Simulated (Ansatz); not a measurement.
One change: `OCN[SiH2]O` becomes `OCN[SiH3]`.

Ansatz, PBE0-D4/def2-TZVP geometries, multiplicity 1. Each molecule was computed in one conformer, which needn't be the lowest.

| property | `OCN[SiH2]O` |
| --- | --- |
| LUMO energy (PBE0/def2-TZVPP) / eV | 0.76 |
| HOMO energy (ωB97M-V/def2-TZVPP) / eV | -10.05 |
| HOMO–LUMO gap (PBE/def2-TZVPP) / eV | 6.14 |
| size of the dipole moment (PBE/def2-TZVPP) / D | 3.02 |
| HOMO energy (PBE0/def2-TZVPP) / eV | -7.67 |
| size of the dipole moment (ωB97M-V/def2-TZVPP) / D | 3.15 |

What does the change do to each property? (An estimate is asked.)

Computed: 
| property | `OCN[SiH3]` | shift |
| --- | --- | --- |
| LUMO energy (PBE0/def2-TZVPP) / eV | 0.34 | -0.42 |
| HOMO energy (ωB97M-V/def2-TZVPP) / eV | -9.59 | 0.46 |
| HOMO–LUMO gap (PBE/def2-TZVPP) / eV | 5.36 | -0.78 |
| size of the dipole moment (PBE/def2-TZVPP) / D | 0.75 | -2.27 |
| HOMO energy (PBE0/def2-TZVPP) / eV | -7.25 | 0.42 |
| size of the dipole moment (ωB97M-V/def2-TZVPP) / D | 0.85 | -2.30 |

With PBE0 the HOMO rises by 0.42 eV and the LUMO falls by 0.42 eV, so the gap narrows by about 0.84 eV. PBE moves the HOMO by 0.38 eV and ωB97M-V by 0.46 eV. Dipoles are sizes alone; their direction can turn.
